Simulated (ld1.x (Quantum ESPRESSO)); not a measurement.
Values are calculated unless marked as measured or tabulated.
# Potentials for Pt (Z = 78) compared

Generated with ld1.x 7.5 (TM, RRKJ, ultrasoft, PAW), atompaw 4.2 or ONCVPSP 4.0.1. The cutoff is in Ry: for ld1.x and atompaw files where the sum of valence levels is converged to 10 mRy in a Bessel basis, for ONCV files where the hardest occupied wave has 1 mHa per electron of residual kinetic energy. The error is the largest all-electron minus pseudo excitation energy over each file’s own four to seven test configurations (ionisations up to +4, promotions, holes and added fractions of an electron), all of which were solved. The labels leave out finer settings (local radius, basis sizes, second energies), which also bear on the numbers. Spin-polarised tests are not counted. The rows are a selection from randomly drawn settings: files with unsolved tests, undetermined cutoffs or missed reference levels are left out.

A true bound ghost makes a file unfit for plane-wave use even where its test errors are small: the radial tests pick states by their node count and pass the ghost by.

```csv
potential,cutoff (Ry),largest error (meV),bound ghosts
"TM, LDA (PZ), scalar-relativistic, rc 2.15/2.65/1.75 (spd), local s, core correction yes, reference 5d8 6s0 6p0",45,-198,none
"TM, PBE, scalar-relativistic, rc 2.10/3.50/1.95 (spd), local s, core correction yes, reference 5d9 6s1 6p0",40,-374,none
"PAW, LDA (PZ), scalar-relativistic, rc 1.75/1.65/2.45 (spd), local smoothed, core correction yes, reference 5s2 5p6 5d9 6s0.5 6p0",35,+247,none
"TM semilocal, LDA (PZ), scalar-relativistic, rc 2.20/2.55/2.00 (spd), local p, core correction yes, reference 5d9 6s1 6p0",40,-501,none
```

(1) Fill in the row for Pt: TM, LDA (PZ), fully relativistic, rc 1.90/1.70/1.60 (spd), local s, core correction yes, reference 5p6 5d9 6s0.5 6p0.

(2) Fill in the row for Pt: ultrasoft, LDA (PZ), scalar-relativistic, rc 2.60/3.00/1.90 (spd), local smoothed, core correction yes, reference 5d8 6s0 6p0.

(3) Fill in the row for Pt: TM semilocal, PBE, scalar-relativistic, rc 2.10/1.65/2.10 (spd), local p, core correction yes, reference 5p6 5d8 6s0 6p0.

## Answers

(1) cutoff 50 Ry, largest error -481 meV, bound ghosts: none.

(2) cutoff 30 Ry, largest error -398 meV, bound ghosts: s.

(3) cutoff 50 Ry, largest error -41 meV, bound ghosts: none.
